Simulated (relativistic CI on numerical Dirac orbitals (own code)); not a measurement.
# Slater and spin-orbit integrals, Cu⁹⁺

Method of calculation: Dirac-Coulomb-Breit CI, separate exchange-only KLI orbitals for each configuration, model QED, unscaled Slater integrals (own radial code, finite nucleus).

Slater integrals F^k, G^k are unscaled and averaged over j, outside the closed core [Ne]; ζ comes from projecting the Hamiltonian with its Breit term on Σ l·s of the shell.

- 3s²3p⁶3d²: F^2(3d,3d) = 152880, F^4(3d,3d) = 97472, ζ(3d) = 1474.5 cm⁻¹; <r>(3d) = 0.6478, <r^2>(3d) = 0.4977 (bohr units).
- 3s²3p⁵3d³: ζ(3p) = 16987, F^2(3d,3d) = 152480, F^4(3d,3d) = 97207, F^2(3p,3d) = 147140, G^1(3p,3d) = 173820, G^3(3p,3d) = 110370, ζ(3d) = 1431.4 cm⁻¹; <r>(3p) = 0.6639, <r^2>(3p) = 0.5101, <r>(3d) = 0.6494, <r^2>(3d) = 0.5002 (bohr units).
- 3s3p⁶3d³: F^2(3d,3d) = 152270, F^4(3d,3d) = 97069, G^2(3s,3d) = 133810, ζ(3d) = 1469.7 cm⁻¹; <r>(3s) = 0.6571, <r^2>(3s) = 0.4929, <r>(3d) = 0.6502, <r^2>(3d) = 0.5014 (bohr units).

Problem. Give the Racah parameters of the d shell in 3s²3p⁶3d².

Solution. B = F²/49 − 5F⁴/441 = 2015 cm⁻¹ and C = 35F⁴/441 = 7736 cm⁻¹.

Averages of the first 10 configurations, taken without configuration mixing, which lowers the lowest level and can move excited configurations by several eV; other configurations of the list can lie among them:

```tsv
Configuration	Parity	States	Average energy above the lowest level (eV)
3s²3p⁶3d²	even	45	3.0
3s²3p⁵3d³	odd	720	75.5
3s3p⁶3d³	even	240	128.2
3s²3p⁶3d4s	even	20	87.3
3s²3p⁶3d4p	odd	60	102.4
3s²3p⁶3d4d	even	100	125.4
3s²3p⁶4s²	even	1	182.4
3s²3p⁶4s4p	odd	12	195.9
3s²3p⁶3d4f	odd	140	143.9
3s²3p⁶4p²	even	15	212.5
```
